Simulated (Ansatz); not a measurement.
Relaxation of AlH₆N₂O (10 atoms, charge 0, multiplicity 2), to a largest force component of 0.03 eV/Å in at most 50 steps.

Computed with UKS B3LYP-D4/def2-SVP in Ansatz 0.2.0.

```xyz
10
Properties=species:S:1:pos:R:3:forces:R:3
Al -0.209 -0.800 -0.113 0.31 0.50 0.36
H 0.677 0.314 2.238 -0.59 -0.37 -0.57
N 1.433 -0.026 -0.426 -0.38 -0.30 0.11
H 2.231 -0.628 -0.608 0.12 0.04 -0.05
H 1.471 0.766 -1.063 0.09 0.10 -0.10
N -1.609 0.139 -0.779 0.04 -0.11 0.07
H -2.575 -0.103 -0.571 0.01 0.04 -0.07
H -1.567 0.610 -1.680 -0.03 -0.02 0.01
O -0.165 -0.148 1.995 0.44 0.16 0.18
H -0.202 -0.924 2.575 -0.03 -0.03 0.05
```

Task: Where does it end, and by what steps?

Result: It converged. After 8 steps the energy has fallen by 0.202 eV; H2 moved furthest, 0.72 Å.

```tsv
step	energy less start (eV)	largest force component (eV/Å)	accepted
0	0.0000	0.592	yes
1	-0.0643	1.269	yes
2	-0.1384	0.511	yes
3	-0.1804	0.247	yes
4	-0.1947	0.325	yes
5	-0.1545	1.501	no
6	-0.2006	0.164	yes
7	-0.2005	0.103	no
8	-0.2019	0.023	yes
```

```xyz
10
Properties=species:S:1:pos:R:3
Al -0.342 -0.817 -0.017
H 0.764 0.158 1.542
N 1.349 -0.027 -0.185
H 2.169 -0.605 -0.363
H 1.446 0.821 -0.747
N -1.656 0.166 -0.778
H -2.642 -0.029 -0.621
H -1.550 0.543 -1.719
O -0.125 -0.148 1.915
H 0.070 -0.864 2.540
```

Whether the end is a true minimum wasn't checked by a vibrational analysis.

Time of the run: 12 s on 4 threads of Arm Neoverse V2, on a shared host, peak memory 0.24 GiB.
